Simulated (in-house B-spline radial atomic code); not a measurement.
# RPA and G0W0 on LDA exchange-only: Rb II (Rb+)

Configuration [Ar] 3d10 4s2 4p6, mean-field start LDA exchange-only. Computed with a B-spline radial code for spherical atoms: all electrons, non-relativistic, point nucleus, each spin shell either full or empty, empty states to l = 9 with an (l + 1/2)⁻⁴ tail; G0W0 by contour deformation at full frequency.

Without relativity these are model numbers: it shifts the levels of so heavy an element strongly and can reorder them.

Command:
```bash
python run_gw.py task.json out
```
Settings (radii: box in bohr, nucleus in fm):
```
Z                        37
electrons                36
configuration            [Ar] 3d10 4s2 4p6
hamiltonian              nr
method                   lda,
lmax                     9
spin_polarised           False
box_radius               23.78
intervals                54
```

Time taken, with all properties: 1 s on 1 thread of AMD EPYC 9R45 96-Core Processor (shared host).

Energies (hartree):

| term | value |
| --- | --- |
| mean-field total | -2932.84262 |
| Hartree-Fock functional on these orbitals | -2938.17846 |
| direct second order | -3.046 |
| second-order exchange | 0.87073 |
| SOSEX correction | 0.80015 |

What is the RPA correlation energy, and what remains with SOSEX?

RPA gives -2.6395 hartree (-2 eV per electron); RPA + SOSEX gives -1.8393, and the second-order doubles -2.1753 hartree (no singles). RPA lacks exchange-type terms and so overcorrelates at short range.

Quasi-particle levels (eV):

```json
{"level": "4p", "occupied": "yes", "mean field": "-20.359", "Σx - vxc": "-7.21", "Σc": "?", "QP weight": "?", "G0W0": "?"}
{"level": "5s", "occupied": "no", "mean field": "-5.289", "Σx - vxc": "1.92", "Σc": "-0.72", "QP weight": "0.979", "G0W0": "-4.088"}
```

G0W0 = mean field + (Σx - vxc) + Σc, with Σc (partial-wave tail included) taken at the quasi-particle energy. Only the outer levels were computed. Levels of low weight are left out.

Where does G0W0 put 4p?

At -27.471 eV, with Σc = 0.10 eV and a quasi-particle weight of 0.890. The tabulated removal energy is 27.290 eV (NIST, measured); the calculation leaves out relativity, Breit and QED terms, and what these don't explain is the method's own error.
